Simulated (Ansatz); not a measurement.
Start from `N[SiH](F)[O][SbH2]` and change one atom or group to get `N[SiH](F)F`.

Ansatz, PBE0-D4/def2-TZVP geometries, multiplicity 1. Each molecule was computed in one conformer, which needn't be the lowest.

Elements past krypton have def2 core potentials.  Spin–orbit coupling is left out; it splits and shifts lone-pair levels of the heavy atoms by tenths of an eV.

```tsv
property	`N[SiH](F)[O][SbH2]`
HOMO energy (B3LYP/def2-TZVPP) / eV	-7.28
HOMO energy (PBE0/def2-TZVPP) / eV	-7.44
HOMO–LUMO gap (ωB97M-V/def2-TZVPP) / eV	10.10
size of the dipole moment (ωB97M-V/def2-TZVPP) / D	2.58
HOMO–LUMO gap (PBE0/def2-TZVPP) / eV	6.23
HOMO energy (ωB97M-V/def2-TZVPP) / eV	-9.58
```

**Question.** Give the same properties after the change, and the shifts. (Best estimate.)

**Answer.** Computed: 
| property | `N[SiH](F)F` | shift |
| --- | --- | --- |
| HOMO energy (B3LYP/def2-TZVPP) / eV | -8.11 | -0.83 |
| HOMO energy (PBE0/def2-TZVPP) / eV | -8.38 | -0.94 |
| HOMO–LUMO gap (ωB97M-V/def2-TZVPP) / eV | 12.96 | 2.86 |
| size of the dipole moment (ωB97M-V/def2-TZVPP) / D | 2.53 | -0.05 |
| HOMO–LUMO gap (PBE0/def2-TZVPP) / eV | 9.12 | 2.89 |
| HOMO energy (ωB97M-V/def2-TZVPP) / eV | -10.81 | -1.23 |

With PBE0 the HOMO falls by 0.94 eV and the LUMO rises by 1.95 eV, so the gap widens by about 2.89 eV. PBE moves the HOMO by -0.53 eV and ωB97M-V by -1.23 eV. The zero-point energy changes by -41.6 kJ/mol with -9 modes. Dipoles are sizes alone; their direction can turn.

B3LYP here is the variant with VWN-RPA as its local correlation; programs differ in this.
